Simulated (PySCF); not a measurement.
## Adding and removing an electron: ZnC

ROHF-CCSD(T); basis Zn pcseg-1, C pcseg-1; no relativity; PySCF 2.14. Neutral (ROHF): triplet (π ↑↑), Re = 2.000 Å, ωe = 486 cm⁻¹, De = 0.86 eV.

ZnC⁺ (ROHF): doublet (π ↑), Re = 2.127 Å, ωe = 421 cm⁻¹, De = 1.49 eV to Zn⁺ + C. The energies at the minima are -1815.63783 hartree for ZnC and -1815.33571 for ZnC⁺.

(1) Work out the adiabatic ionisation energy, without and with harmonic zero-point energies (1 hartree = 27.2114 eV, 1 eV = 8065.5 cm⁻¹), and the change of the bond length.

Correlated steps freeze 6 core orbitals. Correlated levels converge slowly with the basis: in double zeta they bind strong bonds too weakly, by up to about 1 eV, and carry superposition errors of some tenths. For an ion De counts to the pair picked by the measured ionisation energies or electron affinities, which need not be the lowest pair at this level. The CCSD T1 diagnostic is raised in ZnC, a sign that a single reference may not be enough there. States were picked by a PBE0 search and need not be the measured ground states.

## Answers

(1) At ROHF-CCSD(T): 0.30212 hartree = 8.221 eV between the minima; the zero-point term (421.0 − 486.0)/2 cm⁻¹ = -0.004 eV makes it 8.217 eV. Re changes by +12.7 pm against the neutral. The electron leaves a π orbital, and the longer bond of the ion fits a bonding orbital, or a change in how ionic the bond is.
